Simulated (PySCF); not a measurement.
Cl(2+): ionisation energy

Cl(2+) [Ne] 3s2 3p3 (4S) → Cl(3+) [Ne] 3s2 3p2 (3P), as a difference of total energies. Computed with PySCF 2.14 in dyall-av3z, with the spin-free X2C one-electron Hamiltonian (Gaussian nucleus). Correlated levels: valence: [Ne] frozen; virtual orbitals above 40 to 60 times the deepest correlated orbital energy dropped. The calculations carry no spin-orbit coupling.

```
           method  ionisation energy (eV)
              UHF                  38.966
    MP2 (valence)                  39.618
SCS-MP2 (valence)                  39.419
   CCSD (valence)                  39.547
CCSD(T) (valence)                  39.581
```

Q: How much does correlation contribute at CCSD(T) (valence)?

A: 39.581 − (38.966) = 0.615 eV, measured against UHF.

A first-order spin-orbit estimate (lowest level to lowest level, LS coupling) adds -0.101 eV.

Errors of the correlated levels include the incompleteness of this basis and the frozen core.

For comparison: 39.8 ± 0.11 eV (semi-empirical (NIST evaluation); NIST Atomic Spectra Database, ionization energies).
